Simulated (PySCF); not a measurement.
From one molecule to another.

First species: C₅H₄N₂.
SMILES: `C/C(C#N)=C/C#N`

Second species: C8H14Si.
SMILES with atom numbers: `[CH:1]#[C:2][CH2:3]/[C:4]([SiH3:5])=[CH:6]/[CH2:7][CH2:8][CH3:9]` (hydrogens: H10 on C1; H11, H12 on C3; H13, H14, H15 on Si5; H16 on C6; H17, H18 on C7; H19, H20 on C8; H21, H22, H23 on C9)

Levels: PBE0/pcSseg-1 for dipole moment, HOMO energy, LUMO energy and HOMO–LUMO gap; GFN2-xTB for rotational constant A and rotational constant C. Geometries: GFN2-xTB. Each species is one conformer at its optimised geometry, gas phase, non-relativistic unless stated. Electronic properties by PySCF.

The conformers computed, where there is a choice (atom-mapped SMILES and torsion angles):
- `[CH:1]#[C:2][CH2:3]/[C:4]([SiH3:5])=[CH:6]/[CH2:7][CH2:8][CH3:9]`: C2–C3–C4–Si5 -64°, C4–C6–C7–C8 -105°, C6–C7–C8–C9 179°

```csv
property,column X,column Y
dipole moment,6.11 D,1.21 D
HOMO energy,-8.52 eV,-7.28 eV
LUMO energy,-2.76 eV,-0.26 eV
HOMO–LUMO gap,5.76 eV,7.02 eV
rotational constant A,4.190 GHz,2.792 GHz
rotational constant C,1.441 GHz,0.537 GHz
```

**Question.** Which column belongs to which species?

**Answer.** Column X is the first species and column Y the second. The first has 11 atoms and 48 electrons, the second 23 and 76.

**Question.** How does each property change from the first species to the second?

**Answer.** dipole moment -4.90 D; HOMO energy +1.24 eV; LUMO energy +2.50 eV; HOMO–LUMO gap +1.26 eV; rotational constant A -1.398 GHz; rotational constant C -0.904 GHz.

On the first: In atomic units the dipole is 2.40 e·bohr (1 au = 2.5417 D).

On the second: The dipole equals about 4.0 × 10⁻³⁰ C·m (1 D = 3.33564 × 10⁻³⁰ C·m). A dipole of 1.21 D is allowed in C1, and pure rotational transitions are dipole-allowed.
